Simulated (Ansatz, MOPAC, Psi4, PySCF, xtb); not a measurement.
Noncovalent pair: CH4 (SMILES C) (first 5 atoms) with C3H8 (SMILES CCC); geometry from B3LYP-D3(BJ)/def2-TZVP, rigid monomers moved along the line of their centres of mass till C1···H12 is 2.90 Å.
(charge 0, multiplicity 1):
| atom | x (Å) | y (Å) | z (Å) |
|---|---|---|---|
| C | 0.0176 | 0.1592 | 0.1747 |
| H | 0.1125 | 0.2671 | -0.9049 |
| H | -0.8960 | -0.3864 | 0.4061 |
| H | 0.8746 | -0.3891 | 0.5626 |
| H | -0.0223 | 1.1443 | 0.6370 |
| C | 0.4203 | -1.2755 | 3.5097 |
| C | 0.4896 | 0.2434 | 3.6415 |
| C | -0.8883 | 0.8997 | 3.6301 |
| H | 1.4151 | -1.7253 | 3.5164 |
| H | -0.1498 | -1.7146 | 4.3323 |
| H | -0.0705 | -1.5651 | 2.5776 |
| H | 1.0935 | 0.6519 | 2.8264 |
| H | 1.0105 | 0.5055 | 4.5673 |
| H | -0.8172 | 1.9852 | 3.7229 |
| H | -1.4191 | 0.6783 | 2.7013 |
| H | -1.5034 | 0.5341 | 4.4563 |

```csv
level,interaction energy (kcal/mol),cost
AM1,-0.03,-
PM6,-0.05,-
GFN1-xTB,-0.15,-
HF/STO-3G (no counterpoise),1.87,-
HF/3-21G (no counterpoise),1.67,-
HF/6-31G* (no counterpoise),2.08,-
HF/aug-cc-pVDZ,2.33,-
PBE-D4/def2-TZVPPD,-0.67,×1
BP86/6-31G* (no counterpoise),1.77,-
r2SCAN-D4/def2-TZVPPD,-0.50,×2
B3LYP/3-21G (no counterpoise),0.81,-
wB97M-V/def2-TZVPPD,-0.66,×3
CCSD(T)/aug-cc-pVDZ,-0.32,×50
SAPT0/jun-cc-pV(D+d)Z,0.17,-
```

The rows run from -0.67 (PBE-D4/def2-TZVPPD) to 2.33 kcal/mol (HF/aug-cc-pVDZ).

Interaction energies are E(AB) − E(A) − E(B) at the monomers' geometry in the complex; basis-set methods are counterpoise corrected. Rows marked so take none.

Correlated levels freeze the cores. Rows in 3-21G, 6-31G*, STO-3G carry no dispersion term and start afresh at each structure (6-31G* with six Cartesian d functions). The state that AM1, PM6 reach isn't checked.

Run with Ansatz (an electronic-structure program) with Gaussian orbitals; MOPAC for AM1, PM6 (differences of heats of formation); Psi4 for SAPT; PySCF for 3-21G rows, 6-31G* rows, STO-3G rows, the dispersion terms; xtb for the GFN methods. Values without a source in brackets are computed.

Costs are rough ratios of core time to PBE/def2-TZVPPD (about 15 s over the structures, on one shared machine); a dash marks a level with no comparable run of its own.
